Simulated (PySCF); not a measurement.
PySCF job for Al(Me)2(F) anion (C2H6AlF), SMILES [CH3][Al]([CH3])[F] (connectivity only; charge and spin as stated), charge -1, multiplicity 2, PBE-D3(BJ)/def2-SVPD. The structure is a stationary point at PBE-D3(BJ)/def2-SVPD. The spin state was assumed, not searched. The isomer is the one that the SMILES or the coordinates give; other isomers of the formula were not compared.

```python
import numpy as np
from pyscf import gto, scf, dft, df
from pyscf.hessian import thermo

mol = gto.M(
    atom='''
    Al    0.46334141   -0.09408828   -0.00000000
    C    -0.16620321    0.86206777    1.66931610
    H     0.22106063    1.90316675    1.72669931
    H    -1.28133267    0.92546802    1.66594079
    H     0.12922797    0.34867462    2.60879086
    C    -0.16620321    0.86206777   -1.66931610
    H     0.12922797    0.34867462   -2.60879086
    H    -1.28133267    0.92546803   -1.66594078
    H     0.22106062    1.90316675   -1.72669931
    F    -0.24076796   -1.71958715   -0.00000000
    ''',
    basis='def2-SVPD',
    charge=-1,
    spin=1,
    max_memory=1600,
    verbose=3,
)
mf = dft.UKS(mol, xc='pbe').density_fit(auxbasis='def2-universal-jkfit')
mf.disp = 'd3bj'
mf.grids.level = 3
mf.conv_tol = 1e-11
mf.max_cycle = 100
mf.kernel()
fine, coarse = mf.grids, dft.Grids(mol).set(level=1).build(with_non0tab=True)
for _ in range(3):  # follow internal instabilities
    mf.grids = coarse
    mo, _, stable, _ = mf.stability(return_status=True, nroots=4)
    mf.grids = fine
    if stable:
        break
    mf.kernel(mf.make_rdm1(mo, mf.mo_occ))

# [left out here: the lines that compute and print the analytic Hessian (its translational invariance restored by hand, since the grid's response is missing), thermochemistry and intensities]
```

Output:

```

WARN: HOMO -0.128064273053339 >= LUMO -0.128064273053339

converged SCF energy = -421.646905632781  <S^2> = 0.75128394  2S+1 = 2.0012835
<class 'pyscf.df.df_jk.DFUKS'> wavefunction is stable in the internal stability analysis

WARN: DFTD3 does not support analytical Hessian, using finite difference


WARN: Mole.unit (angstrom) is changed to Bohr

Mode                                 0                   1                   2
Irrep
Freq [cm^-1]                      102.0788            113.3356            138.1113
Reduced mass [au]                   1.0200              1.0583              2.4201
Force const [Dyne/A]                0.0063              0.0080              0.0272
Char temp [K]                     146.8687            163.0647            198.7114
Normal mode                   x     y     z       x     y     z       x     y     z
       0  Al                -0.00  0.00 -0.00    0.00 -0.02 -0.00    0.01 -0.06  0.00
       1   C                 0.02  0.01 -0.00    0.02  0.02 -0.01   -0.02  0.09 -0.10
       2   H                 0.35 -0.12  0.21   -0.28  0.14 -0.26    0.05  0.07 -0.21
       3   H                 0.04  0.37 -0.18   -0.00 -0.31  0.17   -0.02  0.18 -0.20
       4   H                -0.30 -0.22 -0.03    0.33  0.26  0.02   -0.14  0.20 -0.00
       5   C                -0.02 -0.01 -0.00    0.02  0.02  0.01   -0.02  0.09  0.10
       6   H                 0.30  0.22 -0.03    0.33  0.26 -0.02   -0.14  0.20  0.00
       7   H                -0.04 -0.37 -0.18   -0.00 -0.31 -0.17   -0.02  0.18  0.20
       8   H                -0.35  0.12  0.21   -0.28  0.14  0.26    0.05  0.07  0.21
       9   F                 0.00 -0.00  0.01   -0.03 -0.00  0.00    0.03 -0.07 -0.00
Mode                                 3                   4                   5
Irrep
Freq [cm^-1]                      176.8281            200.1228            488.4013
Reduced mass [au]                   4.2348              3.1532              4.2958
Force const [Dyne/A]                0.0780              0.0744              0.6037
Char temp [K]                     254.4162            287.9322            702.7008
Normal mode                   x     y     z       x     y     z       x     y     z
       0  Al                 0.00 -0.00 -0.07    0.12 -0.01  0.00   -0.07  0.03 -0.00
       1   C                -0.02 -0.09 -0.04   -0.05 -0.04 -0.05    0.04 -0.07 -0.13
       2   H                -0.09 -0.07  0.09   -0.17  0.00  0.03    0.06 -0.08 -0.14
       3   H                -0.02 -0.16 -0.06   -0.05 -0.16 -0.24    0.04 -0.07 -0.11
       4   H                -0.02 -0.18 -0.09   -0.16 -0.03 -0.00    0.07 -0.10 -0.16
       5   C                 0.02  0.09 -0.04   -0.05 -0.04  0.05    0.04 -0.07  0.13
       6   H                 0.02  0.18 -0.09   -0.16 -0.03  0.00    0.07 -0.10  0.16
       7   H                 0.02  0.16 -0.06   -0.05 -0.16  0.24    0.04 -0.07  0.11
       8   H                 0.09  0.07  0.09   -0.17  0.00 -0.03    0.06 -0.08  0.14
       9   F                 0.00 -0.00  0.15   -0.07  0.07  0.00    0.03  0.07  0.00
Mode                                 6                   7                   8
Irrep
Freq [cm^-1]                      510.7497            553.4416            596.8007
Reduced mass [au]                   1.2944              1.4702              1.8866
Force const [Dyne/A]                0.1990              0.2653              0.3959
Char temp [K]                     734.8551            796.2792            858.6634
Normal mode                   x     y     z       x     y     z       x     y     z
       0  Al                -0.00  0.00  0.04    0.00 -0.00  0.05   -0.01  0.05  0.00
       1   C                 0.07 -0.06 -0.01   -0.04 -0.08 -0.05    0.05  0.05 -0.03
       2   H                -0.04 -0.01 -0.21    0.25 -0.17 -0.37   -0.18  0.11  0.29
       3   H                 0.06 -0.11 -0.43   -0.02  0.20  0.21    0.04 -0.21 -0.18
       4   H                -0.22  0.20  0.21    0.13  0.06 -0.03   -0.02 -0.17 -0.13
       5   C                -0.07  0.06 -0.01    0.04  0.08 -0.05    0.05  0.05  0.03
       6   H                 0.22 -0.20  0.21   -0.13 -0.06 -0.03   -0.02 -0.17  0.13
       7   H                -0.06  0.11 -0.43    0.02 -0.20  0.21    0.04 -0.21  0.18
       8   H                 0.04  0.01 -0.21   -0.25  0.17 -0.37   -0.18  0.11 -0.29
       9   F                 0.00  0.00  0.00   -0.00 -0.00  0.02   -0.03 -0.11 -0.00
Mode                                 9                  10                  11
Irrep
Freq [cm^-1]                      600.7513            638.6079            679.1438
Reduced mass [au]                   2.4740              1.7640              2.4991
Force const [Dyne/A]                0.5261              0.4239              0.6792
Char temp [K]                     864.3473            918.8146            977.1367
Normal mode                   x     y     z       x     y     z       x     y     z
       0  Al                 0.00 -0.00  0.11   -0.06 -0.04 -0.00   -0.01 -0.11 -0.00
       1   C                 0.04  0.01 -0.10    0.07 -0.00  0.06   -0.02  0.07 -0.03
       2   H                -0.05  0.02  0.15   -0.14  0.07  0.02   -0.07  0.07  0.27
       3   H                 0.03 -0.16 -0.08    0.05 -0.14 -0.33   -0.02 -0.05  0.14
       4   H                 0.10 -0.23 -0.25   -0.21  0.14  0.22    0.09 -0.19 -0.19
       5   C                -0.04 -0.01 -0.10    0.07 -0.00 -0.06   -0.02  0.07  0.03
       6   H                -0.10  0.23 -0.25   -0.21  0.14 -0.22    0.09 -0.19  0.19
       7   H                -0.03  0.16 -0.08    0.05 -0.14  0.33   -0.02 -0.05 -0.14
       8   H                 0.05 -0.02  0.15   -0.14  0.07 -0.02   -0.07  0.07 -0.27
       9   F                 0.00  0.00 -0.02    0.04  0.06  0.00    0.04  0.09  0.00
Mode                                12                  13                  14
Irrep
Freq [cm^-1]                     1097.9476           1098.1161           1353.5844
Reduced mass [au]                   1.2629              1.2428              1.0578
Force const [Dyne/A]                0.8970              0.8830              1.1419
Char temp [K]                    1579.7022           1579.9446           1947.5066
Normal mode                   x     y     z       x     y     z       x     y     z
       0  Al                -0.00  0.00  0.01   -0.00  0.01 -0.00    0.00 -0.00  0.00
       1   C                 0.04 -0.04 -0.08    0.03 -0.04 -0.07    0.01 -0.04  0.03
       2   H                -0.20  0.04  0.30   -0.20  0.04  0.30   -0.36  0.11 -0.02
       3   H                 0.02  0.17  0.31    0.02  0.18  0.31    0.03  0.45 -0.21
       4   H                -0.19  0.25  0.18   -0.18  0.26  0.18    0.26 -0.07 -0.09
       5   C                -0.04  0.04 -0.08    0.03 -0.05  0.07   -0.01  0.04  0.03
       6   H                 0.19 -0.25  0.18   -0.19  0.26 -0.18   -0.26  0.07 -0.09
       7   H                -0.02 -0.17  0.31    0.02  0.18 -0.31   -0.03 -0.45 -0.21
       8   H                 0.20 -0.04  0.30   -0.20  0.04 -0.30    0.36 -0.11 -0.02
       9   F                -0.00 -0.00 -0.00   -0.00 -0.00  0.00   -0.00  0.00 -0.00
Mode                                15                  16                  17
Irrep
Freq [cm^-1]                     1357.1617           1360.4185           1369.9018
Reduced mass [au]                   1.0554              1.0591              1.0542
Force const [Dyne/A]                1.1453              1.1548              1.1656
Char temp [K]                    1952.6536           1957.3394           1970.9837
Normal mode                   x     y     z       x     y     z       x     y     z
       0  Al                -0.00  0.00  0.00    0.00 -0.00 -0.00   -0.00 -0.00  0.00
       1   C                -0.01  0.04 -0.03   -0.04 -0.01 -0.01   -0.04 -0.02 -0.01
       2   H                 0.38 -0.12  0.07    0.22 -0.12  0.34    0.17 -0.10  0.33
       3   H                -0.03 -0.45  0.18   -0.03 -0.03 -0.24   -0.02  0.02 -0.27
       4   H                -0.21  0.12  0.10    0.36  0.32  0.05    0.39  0.31  0.04
       5   C                -0.01  0.04  0.03    0.04  0.01 -0.01   -0.04 -0.02  0.01
       6   H                -0.21  0.12 -0.10   -0.36 -0.32  0.05    0.39  0.31 -0.04
       7   H                -0.03 -0.45 -0.18    0.03  0.03 -0.24   -0.02  0.02  0.27
       8   H                 0.38 -0.12 -0.07   -0.22  0.12  0.34    0.17 -0.10 -0.33
       9   F                 0.00 -0.00 -0.00   -0.00  0.00  0.00    0.00 -0.00  0.00
Mode                                18                  19                  20
Irrep
Freq [cm^-1]                     2892.4912           2895.7613           2985.5373
Reduced mass [au]                   1.0411              1.0399              1.0930
Force const [Dyne/A]                5.1318              5.1377              5.7400
Char temp [K]                    4161.6509           4166.3558           4295.5235
Normal mode                   x     y     z       x     y     z       x     y     z
       0  Al                 0.00  0.00  0.00   -0.00 -0.00  0.00   -0.00  0.00  0.00
       1   C                 0.03 -0.01 -0.02   -0.03  0.01  0.02   -0.05 -0.02 -0.02
       2   H                 0.12  0.28  0.00   -0.12 -0.28 -0.00    0.16  0.44  0.01
       3   H                -0.56  0.02 -0.02    0.56 -0.02  0.02    0.38 -0.03 -0.00
       4   H                 0.08 -0.13  0.21   -0.09  0.14 -0.22    0.07 -0.15  0.25
       5   C                -0.03  0.01 -0.02   -0.03  0.01 -0.02    0.05  0.02 -0.02
       6   H                -0.08  0.13  0.21   -0.09  0.14  0.22   -0.07  0.15  0.25
       7   H                 0.56 -0.02 -0.02    0.56 -0.02 -0.02   -0.38  0.03 -0.00
       8   H                -0.12 -0.28  0.00   -0.12 -0.28  0.00   -0.16 -0.44  0.01
       9   F                -0.00 -0.00  0.00    0.00  0.00  0.00    0.00  0.00 -0.00
Mode                                21                  22                  23
Irrep
Freq [cm^-1]                     2988.4399           3017.7385           3018.0314
Reduced mass [au]                   1.0926              1.1000              1.0996
Force const [Dyne/A]                5.7489              5.9021              5.9011
Char temp [K]                    4299.6997           4341.8538           4342.2752
Normal mode                   x     y     z       x     y     z       x     y     z
       0  Al                -0.00  0.00 -0.00    0.00 -0.00  0.00    0.00 -0.00 -0.00
       1   C                -0.05 -0.02 -0.02    0.00 -0.05  0.04    0.01 -0.05  0.04
       2   H                 0.16  0.44  0.02    0.14  0.36  0.03    0.14  0.36  0.03
       3   H                 0.39 -0.03 -0.00   -0.04 -0.01  0.01   -0.05 -0.01  0.01
       4   H                 0.07 -0.15  0.24   -0.15  0.25 -0.46   -0.15  0.25 -0.46
       5   C                -0.05 -0.02  0.02   -0.00  0.05  0.04    0.01 -0.05 -0.04
       6   H                 0.07 -0.15 -0.24    0.15 -0.25 -0.46   -0.15  0.25  0.46
       7   H                 0.39 -0.03  0.00    0.04  0.01  0.01   -0.05 -0.01 -0.01
       8   H                 0.16  0.44 -0.02   -0.14 -0.36  0.03    0.14  0.36 -0.03
       9   F                 0.00 -0.00  0.00    0.00  0.00 -0.00    0.00  0.00  0.00
temperature 298.1500 [K]
pressure 101325.00 [Pa]
Rotational constants [GHz] 5.39790 4.89928 2.88781
Symmetry number 1
Zero-point energy (ZPE) 0.06888 [Eh]   180836.506 [J/mol]
                           tot       elec      trans        rot        vib
Entropy [J/mol/K]       350.469      5.763    162.766    108.138     73.802
Cv [J/mol/K]            100.610      0.000     12.472     12.472     75.666
Cp [J/mol/K]            108.924      0.000     20.786     12.472     75.666
Internal energy [J/mol]                      3718.434   3718.434 192827.669
Internal energy [Eh]   -421.57063  -421.64691
Enthalpy [J/mol]                             6197.391   3718.434 192827.669
Enthalpy [Eh]          -421.56968
Gibbs free energy [J/mol]                  -42331.166 -28522.942 170823.517
Gibbs free energy [Eh] -421.60948
mode   freq/cm-1   IR/(km/mol)
   1      102.08         0.079
   2      113.34         0.057
   3      138.11         0.341
   4      176.83         0.650
   5      200.12         6.925
   6      488.40        26.818
   7      510.75        15.183
   8      553.44         0.004
   9      596.80        30.647
  10      600.75        55.815
  11      638.61        84.000
  12      679.14        61.941
  13     1097.95        28.506
  14     1098.12        10.456
  15     1353.58         2.313
  16     1357.16         8.065
  17     1360.42         0.185
  18     1369.90         2.251
  19     2892.49        98.350
  20     2895.76       146.256
  21     2985.54         0.488
  22     2988.44        96.544
  23     3017.74        13.796
  24     3018.03        39.959
max |gradient| / (hartree/bohr): 0.00021294379649118184
APT charges: [ 0.6504 -0.3002 -0.0301 -0.1077 -0.0294 -0.3002 -0.0294 -0.1077 -0.0301
 -0.7156]
```

Self-consistency was reached.

Cost: about 8 core-minutes (a rough figure).
